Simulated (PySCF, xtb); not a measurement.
Ta(S)(OH)(NH2)2 (H5N2OSTa), SMILES [NH2][Ta]([NH2])([OH])=[S], multiplicity 1.

GFN2-xTB in xtb 6.7.1 at its own geometry gives an orbital gap of 2.17 eV and a dipole moment of 6.61 D.

Coordinates come from a PBE0-D3(BJ)/def2-SVP optimisation. The spin state was assumed, not searched. The structure was generated by enumeration; whether it is a known compound was not checked. The def2 effective core potentials stand for the cores of Ta; spin–orbit coupling is left out. One conformer was computed; it need not be the lowest.

### Question
What does CAM-B3LYP/def2-TZVP (PySCF) give? (An estimate is asked for; the answer gives what the named calculation found.)

### Answer
gap 8.64 eV (levels -8.45 and 0.18 eV), dipole 3.58 D.
